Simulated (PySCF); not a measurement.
## Low-lying terms of B³⁺ (boron, charge +3)

Ground state 1s2, ¹S. Calculation: PySCF 2.14, in aug-cc-pVDZ with one added diffuse shell each of s, p, d type (5s4p3d, 32 functions); no relativity, point nucleus. Vertical excitation energies in eV without spin-orbit coupling; excited terms of each kind are numbered among those the solver found. Frozen: nothing.

| term | leading excitation | EOM-EE-CCSD |
| --- | --- | --- |
| 1 3S | 1s → s | 200.83 |
| 1 1S | 1s → s | 203.36 |
| 1 3P° | 1s → p | 205.94 |
| 1 1P° | 1s → p | 207.50 |
| 2 3S | 1s → s | 235.43 |
| 2 1S | 1s → s | 235.75 |
| 1 3D | 1s → d | 235.83 |
| 1 1D | 1s → d | 235.84 |
| 2 3P° | 1s → p | 236.44 |
| 2 1P° | 1s → p | 236.72 |
| 2 3D | 1s → d | 246.61 |
| 2 1D | 1s → d | 246.62 |

Only the lower part of the computed list is shown. Doubly excited terms such as np² are absent. The solver can miss terms.
